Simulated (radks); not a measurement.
Ga+, configuration [Ar] 3d10 4s1 4d1 (not the ground configuration). All-electron calculation, Dirac Kohn-Sham, LDA (Slater exchange, Perdew-Wang correlation), spin-unpolarised, spherical densities, finite nucleus; open shells fill j = l - 1/2 first; Fermi nuclear charge, rms radius 3.9973 fm. Program: a radial shooting solver on a logarithmic mesh with Libxc functionals.

Unscreened Slater integrals over Kohn-Sham orbitals (cm^-1). Large and small components are both included. Empty in this configuration: 4p1/2.

| integral | value |
|---|---|
| F0(4d3/2,4d3/2) | 40285 |
| F2(4d3/2,4d3/2) | 20793 |
| F0(4d3/2,4s1/2) | 50995 |
| G2(4d3/2,4s1/2) | 9835.3 |
| F0(4d3/2,3d5/2) | 54155 |
| F2(4d3/2,3d5/2) | 5233.2 |
| G2(4d3/2,3d5/2) | 1883.7 |
| G4(4d3/2,3d5/2) | 1320.9 |
| F0(4d3/2,3d3/2) | 54173 |
| F2(4d3/2,3d3/2) | 5196.1 |
| G0(4d3/2,3d3/2) | 2065.4 |
| G2(4d3/2,3d3/2) | 1884.5 |
| F0(4d3/2,4p1/2) | 49488 |
| G1(4d3/2,4p1/2) | 19780 |
| F0(4s1/2,4s1/2) | 93879 |
| F0(4s1/2,3d5/2) | 119080 |
| G2(4s1/2,3d5/2) | 12966 |
| F0(4s1/2,3d3/2) | 119180 |
| G2(4s1/2,3d3/2) | 12776 |
| F0(4s1/2,4p1/2) | 83529 |
| G1(4s1/2,4p1/2) | 54418 |
| F0(3d5/2,3d5/2) | 254730 |
| F2(3d5/2,3d5/2) | 117100 |
| F4(3d5/2,3d5/2) | 72704 |
| F0(3d5/2,3d3/2) | 255640 |
| F2(3d5/2,3d3/2) | 117530 |
| G2(3d5/2,3d3/2) | 117370 |
| G4(3d5/2,3d3/2) | 72879 |
| F0(3d5/2,4p1/2) | 99070 |
| G3(3d5/2,4p1/2) | 7002.8 |
| F0(3d3/2,3d3/2) | 256560 |
| F2(3d3/2,3d3/2) | 117960 |
| F0(3d3/2,4p1/2) | 99131 |
| G1(3d3/2,4p1/2) | 8258.2 |
| F0(4p1/2,4p1/2) | 76169 |
